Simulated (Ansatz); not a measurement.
Ansatz (a program for electronic structure) input (B3LYP-D3(BJ)/def2-TZVP):

Ansatz 0.2 input:
```yaml
crystal:
  periodic: [false, false, false]
  atoms:
    - {symbol: Au, position_ang: [-0.00000000, -0.00000000, -0.39734904]}
    - {symbol: Cl, position_ang: [0.00000000, 0.00000000, 1.84650434]}
basis:
  gaussian:
    orbitals: def2-TZVP
hamiltonian:
  xc: b3lyp
  dispersion: d3bj
total_charge: 1
magnetization: {spin_polarized: true, initial_magnetization: 1}
phonons: {temperatures: {t_min: 298.15, t_max: 298.15, t_step: 100}}
```

Output:

```
Functional definition: B3LYP
integrals: 0.02 GiB planned
653 factors; their error is unknown
mean field: 0.27 GiB planned
mean field evaluation 1: about -16203.9428 eV, gradient 3.5e1 eV
mean field evaluation 2: about -16190.4447 eV, gradient 6.9e1 eV
mean field evaluation 4: about -16208.1127 eV, gradient 2.3e0 eV
mean field evaluation 8: about -16208.1394 eV, gradient 1.2e-1 eV
mean field evaluation 16: about -16208.1994 eV, gradient 4.8e-5 eV
mean field evaluation 32: about -16206.5373 eV, gradient 1.3e1 eV
mean field -16208.19937085 eV, -595.6403405665 hartree, gradient 2.6e-6 eV, S^2 0.754692; 3 other end points of the search recorded, 0 dependent functions left out
the calculation of the forces begins
reference -16208.19957085 eV, -595.6403479165 hartree; 18, 17 occupied and 59, 60 virtual orbitals, 653 factors
these checks for a lower state are left out or cut short: stability, starts, cluster_reference, orbital_swaps, neighbouring_geometries, increment
integrals: 0.02 GiB planned
653 factors; their error is unknown
mean field: 0.27 GiB planned
mean field -16208.19937085 eV, -595.6403405667 hartree, gradient 1.2e-6 eV, S^2 0.754692; 0 other end points of the search recorded, 0 dependent functions left out
the calculation of the forces begins
reference -16208.19957086 eV, -595.6403479167 hartree; 18, 17 occupied and 59, 60 virtual orbitals, 653 factors
these checks for a lower state are left out or cut short: stability, starts, cluster_reference, orbital_swaps, neighbouring_geometries, increment
integrals: 0.02 GiB planned
653 factors; their error is unknown
mean field: 0.27 GiB planned
mean field -16208.19937085 eV, -595.6403405667 hartree, gradient 1.2e-6 eV, S^2 0.754692; 0 other end points of the search recorded, 0 dependent functions left out
the calculation of the forces begins
reference -16208.19957086 eV, -595.6403479167 hartree; 18, 17 occupied and 59, 60 virtual orbitals, 653 factors
these checks for a lower state are left out or cut short: stability, starts, cluster_reference, orbital_swaps, neighbouring_geometries, increment
integrals: 0.02 GiB planned
653 factors; their error is unknown
mean field: 0.27 GiB planned
mean field -16208.19937085 eV, -595.6403405667 hartree, gradient 1.1e-6 eV, S^2 0.754692; 0 other end points of the search recorded, 0 dependent functions left out
the calculation of the forces begins
reference -16208.19957086 eV, -595.6403479167 hartree; 18, 17 occupied and 59, 60 virtual orbitals, 653 factors
these checks for a lower state are left out or cut short: stability, starts, cluster_reference, orbital_swaps, neighbouring_geometries, increment
integrals: 0.02 GiB planned
653 factors; their error is unknown
mean field: 0.27 GiB planned
mean field evaluation 64: about -16208.1994 eV, gradient 1.1e-6 eV
mean field -16208.19937085 eV, -595.6403405667 hartree, gradient 1.1e-6 eV, S^2 0.754692; 0 other end points of the search recorded, 0 dependent functions left out
the calculation of the forces begins
reference -16208.19957086 eV, -595.6403479167 hartree; 18, 17 occupied and 59, 60 virtual orbitals, 653 factors
these checks for a lower state are left out or cut short: stability, starts, cluster_reference, orbital_swaps, neighbouring_geometries, increment
integrals: 0.02 GiB planned
653 factors; their error is unknown
mean field: 0.27 GiB planned
mean field -16208.19932723 eV, -595.6403389637 hartree, gradient 1.4e-6 eV, S^2 0.754683; 0 other end points of the search recorded, 0 dependent functions left out
the calculation of the forces begins
reference -16208.19952719 eV, -595.6403463119 hartree; 18, 17 occupied and 59, 60 virtual orbitals, 653 factors
these checks for a lower state are left out or cut short: stability, starts, cluster_reference, orbital_swaps, neighbouring_geometries, increment
integrals: 0.02 GiB planned
653 factors; their error is unknown
mean field: 0.27 GiB planned
mean field -16208.19934606 eV, -595.6403396556 hartree, gradient 1.5e-6 eV, S^2 0.754701; 0 other end points of the search recorded, 0 dependent functions left out
the calculation of the forces begins
reference -16208.19954611 eV, -595.6403470073 hartree; 18, 17 occupied and 59, 60 virtual orbitals, 653 factors
these checks for a lower state are left out or cut short: stability, starts, cluster_reference, orbital_swaps, neighbouring_geometries, increment
integrals: 0.02 GiB planned
653 factors; their error is unknown
mean field: 0.27 GiB planned
mean field -16208.19937085 eV, -595.6403405667 hartree, gradient 1.2e-6 eV, S^2 0.754692; 0 other end points of the search recorded, 0 dependent functions left out
the calculation of the forces begins
reference -16208.19957086 eV, -595.6403479167 hartree; 18, 17 occupied and 59, 60 virtual orbitals, 653 factors
these checks for a lower state are left out or cut short: stability, starts, cluster_reference, orbital_swaps, neighbouring_geometries, increment
integrals: 0.02 GiB planned
653 factors; their error is unknown
mean field: 0.27 GiB planned
mean field -16208.19937085 eV, -595.6403405667 hartree, gradient 1.2e-6 eV, S^2 0.754692; 0 other end points of the search recorded, 0 dependent functions left out
the calculation of the forces begins
reference -16208.19957086 eV, -595.6403479167 hartree; 18, 17 occupied and 59, 60 virtual orbitals, 653 factors
these checks for a lower state are left out or cut short: stability, starts, cluster_reference, orbital_swaps, neighbouring_geometries, increment
integrals: 0.02 GiB planned
653 factors; their error is unknown
mean field: 0.27 GiB planned
mean field evaluation 96: about -16208.1994 eV, gradient 7.0e-2 eV
mean field -16208.19937085 eV, -595.6403405667 hartree, gradient 1.1e-6 eV, S^2 0.754692; 0 other end points of the search recorded, 0 dependent functions left out
the calculation of the forces begins
reference -16208.19957086 eV, -595.6403479167 hartree; 18, 17 occupied and 59, 60 virtual orbitals, 653 factors
these checks for a lower state are left out or cut short: stability, starts, cluster_reference, orbital_swaps, neighbouring_geometries, increment
integrals: 0.02 GiB planned
653 factors; their error is unknown
mean field: 0.27 GiB planned
mean field -16208.19937085 eV, -595.6403405667 hartree, gradient 1.1e-6 eV, S^2 0.754692; 0 other end points of the search recorded, 0 dependent functions left out
the calculation of the forces begins
reference -16208.19957086 eV, -595.6403479167 hartree; 18, 17 occupied and 59, 60 virtual orbitals, 653 factors
these checks for a lower state are left out or cut short: stability, starts, cluster_reference, orbital_swaps, neighbouring_geometries, increment
integrals: 0.02 GiB planned
653 factors; their error is unknown
mean field: 0.27 GiB planned
mean field -16208.19934606 eV, -595.6403396556 hartree, gradient 1.5e-6 eV, S^2 0.754701; 0 other end points of the search recorded, 0 dependent functions left out
the calculation of the forces begins
reference -16208.19954611 eV, -595.6403470073 hartree; 18, 17 occupied and 59, 60 virtual orbitals, 653 factors
these checks for a lower state are left out or cut short: stability, starts, cluster_reference, orbital_swaps, neighbouring_geometries, increment
integrals: 0.02 GiB planned
653 factors; their error is unknown
mean field: 0.27 GiB planned
mean field -16208.19932723 eV, -595.6403389637 hartree, gradient 1.4e-6 eV, S^2 0.754683; 0 other end points of the search recorded, 0 dependent functions left out
the calculation of the forces begins
reference -16208.19952719 eV, -595.6403463119 hartree; 18, 17 occupied and 59, 60 virtual orbitals, 653 factors
Total energy: -16208.27395455 eV, -595.6430814669 hartree
Atom 0 at    -0.000000    -0.000000    -0.397349 Å, force     0.000000    -0.000000    -0.000265 eV/Å
Atom 1 at     0.000000     0.000000     1.846504 Å, force    -0.000000     0.000000     0.000265 eV/Å
Dipole moment:    -0.000000     0.000000     0.013645 e Å
Vibrations: 314.87 cm⁻¹, zero-point energy 0.019519 eV
```

The spin state was set by rule; other spins were not relaxed.
